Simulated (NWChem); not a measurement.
System: SiHOI, singlet; SMILES O[Si]I

```xyz
4

Si     0.6686     1.5701     0.0000
I     -0.0360    -0.8225     0.0000
O     -0.8303     2.2939     0.0000
H     -0.8107     3.2597     0.0000
```
Atoms are numbered in this order, from 1.

Results from NWChem. Low-valent species are run as closed-shell singlets; no triplet was tried in these runs. Geometry: optimised at PBE0/def2-SVP. def2 effective core potentials on I; no spin-orbit coupling. Level SCAN/def2-SVP: energy and gradient on several grids; changes count from the extra-fine grid, which is no exact limit either.

| grid | size of the energy change (μHa) | largest change of a gradient component (μHa/bohr) |
|---|---|---|
| xcoarse | 8000 | 2000 |
| coarse | 6000 | 1000 |
| medium | 900 | 900 |
| fine | 900 | 100 |
| xfine | < 10 | < 30 |
